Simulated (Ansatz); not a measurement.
`[Cl][Ga]([Cl])[SeH]` + HBr → `[Cl][Ga]([Cl])[Br]` + H₂Se at 700 K and 1 bar (ligand exchange at a Ga–Se bond).

Gas-phase electronic energies from Ansatz, PBE0-D4/def2-TZVP geometries. CBS: MP2 limit from def2 TZ/QZ plus the TZ coupled-cluster correction, frozen cores. For Br, Ga, Se outer-core shells are correlated without core-valence functions, which leaves a few kJ/mol of doubt a bond. Scalar relativity is left out up to krypton. Each species was taken in one conformer, which may not be the lowest.

| species | CCSD(T)/CBS energy (Eh) | H − E (kJ/mol) | S (J/(mol·K)) |
| --- | --- | --- | --- |
| `[Cl][Ga]([Cl])[SeH]` | -5244.95427 | 86.6 | 443.6 |
| HBr | -2573.91920 | 36.5 | 223.7 |
| `[Cl][Ga]([Cl])[Br]` | -5416.98025 | 59.3 | 414.3 |
| H₂Se | -2401.89790 | 61.1 | 251.1 |

H − E and S are ideal-gas, rigid-rotor, harmonic terms from PBE0-D4/def2-TZVP, for one conformer and one mirror image of each species. 1 Eh = 2625.50 kJ/mol, R = 8.31446 J/(mol·K).

**Question.** By hand: ΔE, ΔH, ΔS and ΔG.

**Answer.** ΔE = (-5416.98025) + (-2401.89790) − (-5244.95427) − (-2573.91920) = -0.00468 Eh = -12.3 kJ/mol. Δ(H − E) = 59.3 + 61.1 − 86.6 − 36.5 = -2.7, so ΔH = -15.0 kJ/mol. ΔS = 414.3 + 251.1 − 443.6 − 223.7 = -1.9 J/(mol·K). ΔG = -15.0 − 700 × (-1.9)/1000 = -13.7 kJ/mol.

**Question.** By hand: the equilibrium constant, and the temperature at which ΔG would vanish if ΔH and ΔS stayed fixed.

**Answer.** log₁₀ K = −ΔG/(RT ln 10) = 1.0. ΔG = 0 at ΔH/ΔS = 7895 K, far beyond where these terms or the molecules hold.

The number of gas molecules stays the same, so ΔS is small and ΔH decides. A doubt of 5 kJ/mol in ΔE shifts log₁₀ K by 0.4 here. Other conformers and mirror images would add mixing entropy, several J/(mol·K) or more a flexible species. These are equilibria of isolated gas molecules and say nothing of rates. Largest T1 diagnostic: 0.011 (customary marks: 0.02 for closed shells, 0.045 for open ones).
